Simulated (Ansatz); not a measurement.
Reactions of CH₃ITe (`[TeH]CI`).

Program: Ansatz. Geometries: PBE0-D4/def2-TZVP. ΔE: electronic, gas phase. CCSD(T)/CBS is the MP2 limit (def2-TZVPP, def2-QZVPP) plus CCSD(T) − MP2 in def2-TZVPP, frozen cores. This one scheme is used for every species, atoms too. Open shells (•) are unrestricted, without spin–orbit coupling. Spin–orbit coupling would lower the free atoms: a little for C; strongly for I, Te. Elements past krypton have def2 core potentials. For I, Te outer-core shells are correlated without core-valence functions, so the limit isn't a true one: a few kJ/mol of doubt a bond, and 10 to 20 or more in all where bonds break to atoms. Each species was taken in one conformer, which may not be the lowest.

Question: Order these by ΔE at CCSD(T)/CBS, lowest first. (An estimate is asked.)
A. `[TeH]CI` + `[NH2][AlH][SiH3]` → `[NH2][AlH][SiH2][TeH]` + `CI`
B. `[TeH]CI` + CH₃OH → `COCI` + H₂Te
C. `[TeH]CI` + `[AlH2][NH][SiH3]` → `[SiH3][NH][AlH][TeH]` + `CI`
D. `[TeH]CI` → C• + 3 H• + I• + Te•
E. `[TeH]CI` + HI → `ICI` + H₂Te
F. `[TeH]CI` + H–F → `FC[TeH]` + HI
G. `[TeH]CI` + `[AlH2][CH2][SiH3]` → `[SiH3][CH2][AlH][TeH]` + `CI`

Answer: G (-41.8 kcal/mol), C (-39.2 kcal/mol), A (-26.6 kcal/mol), E (+3.7 kcal/mol), B (+5.7 kcal/mol), F (+13.2 kcal/mol), D (+398.3 kcal/mol).

Largest T1 diagnostic: 0.013, for `[NH2][AlH][SiH3]`.
